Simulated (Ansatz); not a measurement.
```yaml
crystal:
  periodic: [false, false, false]
  atoms:
    - {symbol: W, position_ang: [0.326855, 0.541918, 0.449576]}
    - {symbol: O, position_ang: [0.208902, 0.168268, 2.012656]}
    - {symbol: O, position_ang: [1.887995, 0.376837, -0.311426]}
    - {symbol: O, position_ang: [-0.749140, 1.786744, -0.259616]}
    - {symbol: O, position_ang: [-0.800174, -1.251046, -0.394378]}
    - {symbol: H, position_ang: [-0.734908, -1.370383, -1.268418]}
basis:
  gaussian: {orbitals: def2-TZVP, point_charges: [{charge: -1.00, position_ang: [5.947, -0.324, 0.165]}]}
total_charge: -1
hamiltonian: {xc: {name: PBEsol}, dispersion: d4}
scf: {omitted_lower_state_checks: [starts]}
output: {forces: true}
```

```sh
$ ansatz run in.yaml --threads 4 --pin off --events-out ev --progress --plain --max-ram 3916MiB
```

Shortened log:

```
Functional definition: PBEsol
972 factors; their error is unknown
mean field evaluation 1: about -9983.7390 eV, gradient 9.9e1 eV
mean field evaluation 2: about -9768.9635 eV, gradient 3.4e2 eV
mean field evaluation 4: about -9991.7806 eV, gradient 7.1e1 eV
mean field evaluation 8: about -10000.7131 eV, gradient 2.8e0 eV
mean field evaluation 16: about -10000.7169 eV, gradient 1.6e-3 eV
mean field -10000.71693770 eV, -367.5195687310 hartree, gradient 2.5e-5 eV, S^2 0.000000; 0 other end points of the search recorded, 0 dependent functions left out
reference -10000.71697679 eV, -367.5195701676 hartree; 24, 24 occupied and 146, 146 virtual orbitals, 972 factors
Total energy: -10000.76864258 eV, -367.5214688505 hartree
Atom 0 at     0.326855     0.541918     0.449576 Å, force    -2.791274    -2.038028   -12.821371 eV/Å
Atom 1 at     0.208902     0.168268     2.012656 Å, force    -0.356069    -1.467265    10.213571 eV/Å
Atom 2 at     1.887995     0.376837    -0.311426 Å, force     0.762646     0.547599     0.281932 eV/Å
Atom 3 at    -0.749140     1.786744    -0.259616 Å, force     0.422827     0.752407     0.805048 eV/Å
Atom 4 at    -0.800174    -1.251046    -0.394378 Å, force     0.710704     2.551973     7.204045 eV/Å
Atom 5 at    -0.734908    -1.370383    -1.268418 Å, force     0.811634    -0.289252    -5.707122 eV/Å
Dipole moment:     0.428950     0.006544     0.047341 e Å
Checks for a lower state left out: starts
```

Hardware: 4 threads of Arm Neoverse V1 on a shared host. Wall time 1.5 s.

In the def2 sets W takes a core potential; there is no spin–orbit coupling. The highest occupied level of an anion often lies above zero with these methods, and sets without diffuse functions describe the outer electron poorly.

The dipole of an ion depends on the origin.
